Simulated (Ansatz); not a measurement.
A further run on Sn10H16, a cluster cut from cubic tin.

```yaml
crystal:
  periodic: [false, false, false]
  atoms:
    - {symbol: Sn, position_ang: [-1.624925, 1.623576, -1.629804]}
    - {symbol: Sn, position_ang: [1.630760, -1.631128, -1.626164]}
    - {symbol: Sn, position_ang: [-1.631311, -1.629150, 1.629022]}
    - {symbol: Sn, position_ang: [1.625560, 1.630064, 1.626492]}
    - {symbol: Sn, position_ang: [-3.249165, -0.002429, -0.003086]}
    - {symbol: Sn, position_ang: [0.001058, -3.248513, 0.003456]}
    - {symbol: Sn, position_ang: [0.002397, -0.006170, -3.249268]}
    - {symbol: Sn, position_ang: [-0.003348, 3.250363, -0.000865]}
    - {symbol: Sn, position_ang: [3.247452, 0.003905, -0.002458]}
    - {symbol: Sn, position_ang: [-0.003057, 0.001716, 3.246263]}
    - {symbol: H, position_ang: [-2.628720, 2.629916, -2.635880]}
    - {symbol: H, position_ang: [2.641493, -2.634882, -2.630557]}
    - {symbol: H, position_ang: [-2.639512, -2.634785, 2.633754]}
    - {symbol: H, position_ang: [2.628638, 2.636226, 2.633549]}
    - {symbol: H, position_ang: [-4.277652, -0.994002, -0.991569]}
    - {symbol: H, position_ang: [-4.280423, 0.988644, 0.982913]}
    - {symbol: H, position_ang: [-0.991960, -4.271989, -0.988157]}
    - {symbol: H, position_ang: [0.987097, -4.284339, 0.989080]}
    - {symbol: H, position_ang: [-0.989383, -0.995141, -4.276528]}
    - {symbol: H, position_ang: [0.991375, 0.980849, -4.281606]}
    - {symbol: H, position_ang: [0.987746, 4.277172, -0.992551]}
    - {symbol: H, position_ang: [-0.995973, 4.282075, 0.982753]}
    - {symbol: H, position_ang: [4.267136, 0.997562, -0.999828]}
    - {symbol: H, position_ang: [4.289588, -0.974965, 0.984492]}
    - {symbol: H, position_ang: [-0.995079, 0.987927, 4.276906]}
    - {symbol: H, position_ang: [0.986509, -0.990301, 4.273642]}
basis:
  gaussian: {orbitals: def2-mTZVPP, fitting: {mean_field: def2-universal-jkfit}}
hamiltonian: {xc: {name: PBE-QIDH}}
```

```sh
$ ansatz run in.yaml --threads 2 --pin off --events-out ev --progress --plain --max-ram 32768MiB --backend cuda --devices 0, --max-vram 18GiB
```

It prints (some lines left out):

```
Functional definition: PBE-QIDH
2468 factors; integrals over basis functions are off by at most 4.3e-1 eV
mean field evaluation 1: about -58492.9054 eV, gradient 1.6e1 eV
mean field evaluation 2: about -58492.8983 eV, gradient 1.6e1 eV
mean field evaluation 4: about -58494.4848 eV, gradient 2.6e0 eV
mean field evaluation 8: about -58494.5056 eV, gradient 2.6e-2 eV
mean field evaluation 16: about -58494.5056 eV, gradient 4.4e-6 eV
mean field -58494.50556692 eV, -2149.6334305844 hartree, gradient 4.4e-6 eV, S^2 0.000000; 0 other end points of the search recorded, 0 dependent functions left out
40 core orbitals not correlated: weight in the atoms' cores, before any rotation towards them, 1.000 or more for the frozen orbitals, at most 0.000 for the correlated occupied ones
reference -58494.50560886 eV, -2149.6334321255 hartree; 78, 78 occupied and 322, 322 virtual orbitals, 2468 factors
second order -46.74317391 eV of doubles, -0.00000000 eV of singles
Total energy: -58510.08666683 eV, -2150.2060254447 hartree
```

Run time 16 s (2 threads of AMD EPYC 7R13 on a shared host and a share (18 GiB) of an NVIDIA H100 80GB HBM3), peak host memory 2.3 GiB.

In the def2 sets Sn takes a core potential; there is no spin–orbit coupling. Correlated methods freeze 40 core orbitals; core or outer-core shells of Sn are correlated, in sets that lack core-valence functions.
